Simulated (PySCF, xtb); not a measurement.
C₄H₈OSi, SMILES [SiH2](O)/C=C/C=C.

GFN2-xTB in xtb at its own geometry gives an orbital gap of 3.44 eV and a dipole moment of 1.45 D.

Geometry optimised at ωB97X-D3(BJ)/def2-SVP. The structure was generated by enumeration; whether it is a known compound was not checked. Other conformers were not sampled.

What does r2SCAN/def2-TZVP run with PySCF give? (Estimate from the structure and the level; the computed values follow.)

gap 4.12 eV (levels -6.18 and -2.05 eV), dipole 1.77 D.
